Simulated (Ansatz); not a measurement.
Ansatz results at the PBE0-D4/def2-TZVP geometry: HOMO energy (B3LYP/def2-TZVPP) -6.67 eV; zero-point energy (PBE0-D4/def2-TZVP) 157.1 kJ/mol; HOMO–LUMO gap (PBE/def2-TZVPP) 3.23 eV.

Each molecule was computed in one conformer, which needn't be the lowest.

Question: Which molecule gave them?
A. `C=[C](O)[AlH2]`
B. `[CH2]1O[CH2][AlH]1`
C. `CC1=C[SiH2]1`
D. `NC[SiH](Cl)I`

Answer: A. The others give `[CH2]1O[CH2][AlH]1`: -6.83, 165.5, 3.42; `CC1=C[SiH2]1`: -7.04, 196.9, 5.12; `NC[SiH](Cl)I`: -6.99, 174.1, 4.45.

B3LYP here is the variant with VWN-RPA as its local correlation; programs differ in this.
